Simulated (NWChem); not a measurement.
System: C₂H₂O₃Si; SMILES O=C1OC(=O)[SiH2]1

```xyz
8

O     -2.2430     0.0000    -0.6586
C     -1.1151     0.0000    -0.2746
O      0.0000     0.0000    -1.1566
C      1.1151     0.0000    -0.2746
O      2.2430     0.0000    -0.6586
Si     0.0000     0.0000     1.3070
H      0.0000     1.2309     2.1294
H      0.0000    -1.2309     2.1294
```
Atoms are numbered in this order, from 1.

All runs: NWChem. All runs use the structure optimised with B3LYP/6-31G* (spherical d). GIAO values for the isolated, static molecule; σ is the absolute isotropic shielding, δ = σ(reference) − σ with the isolated reference molecule computed at the same levels (13C: tetramethylsilane, 1H: tetramethylsilane, 17O: water, 29Si: tetramethylsilane).

For level PBE/pcSseg-1:

```
Property     Result
-----------  ------
δ O1 (ppm)    548.9
δ C2 (ppm)    177.9
δ O3 (ppm)    602.0
δ Si6 (ppm)   -32.4
```

Problem. What are these values for level KT2/pcSseg-1?

Solution. The δ O1 (ppm) is 512.4, the δ C2 (ppm) comes out as 168.2 and the δ O3 (ppm) is 583.4. The δ Si6 (ppm) comes out as -29.7.
